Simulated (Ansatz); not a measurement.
Isolated molecules relaxed with PBE0-D4/def2-TZVP in Ansatz; ΔE leaves out vibrations. CCSD(T)/CBS is the MP2 limit (def2-TZVPP, def2-QZVPP) plus CCSD(T) − MP2 in def2-TZVPP, frozen cores. This one scheme is used for every species. DFT in def2-TZVPP. Elements past krypton have def2 core potentials. For As, Sn outer-core shells are correlated without core-valence functions, which leaves a few kJ/mol of doubt a bond. Scalar relativity is left out up to krypton. Each species was taken in one conformer, which may not be the lowest.

Reaction (ligand exchange at the Sn–C bond): `[F][SnH2][CH2]Cl` + `[AsH3]` → `[F][SnH2][AsH2]` + `CCl`

CCSD(T)/CBS gives -79.5 kJ/mol.

(1) Another level gave -80.5 kJ/mol. Which?
A. BHLYP-D4/def2-TZVPP
B. LDA (SPW92)/def2-TZVPP
C. RPA@PBE/def2-TZVPP
D. CCSD(T)/def2-TZVPP

Largest T1 diagnostic among the species: 0.013.

## Answers

(1) B. LDA (SPW92) -80.5, RPA@PBE/def2-TZVPP -68.3, BHLYP-D4 -85.8, CCSD(T)/def2-TZVPP -73.3 kJ/mol.

Leaving LDA and LC-ωPBE aside and taking each functional with its dispersion term where it has one, the values, not all of them listed here, spread over 9.2 kJ/mol, from BHLYP-D4 to B97M-V. LDA lies +4.7 kJ/mol from PBE without D4. In def2-TZVPP, CCSD(T) changes the Hartree–Fock value by +11.5 kJ/mol (the triples alone add +1.1 kJ/mol) and MP2 by +8.7 kJ/mol. At CCSD(T), def2-SVP lies +5.2 kJ/mol from the extrapolated value and def2-TZVPP +6.2 kJ/mol.
